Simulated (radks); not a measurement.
The mean radii <r> (bohr) of the occupied orbitals of an atom or ion are listed with their occupations. Method: Dirac Kohn-Sham, PBE, spin-unpolarised, spherical densities, point nucleus; computed with a radial shooting solver on a logarithmic mesh with Libxc functionals.

| orbital | occ. | <r> |
|---|---|---|
| 1s1/2 | 2 | 0.04853 |
| 2s1/2 | 2 | 0.2111 |
| 2p1/2 | 1.66667 | 0.1814 |
| 2p3/2 | 3.33333 | 0.1846 |

Name the element and its charge. Open shells, if any, are shared by 2j + 1.

Answer. Z = 31, gallium, charge +22: Ga22+ in [He] 2s2 2p5. The 1s radius gives Z: for a bare nucleus <r> = (2 gamma + 1)/(2Z) with gamma = sqrt(1 - (Z/c)^2), 0.04755 bohr for Z = 31, and screening makes it slightly larger (0.04853 here). The occupations add up to 9, and the charge is Z minus that.
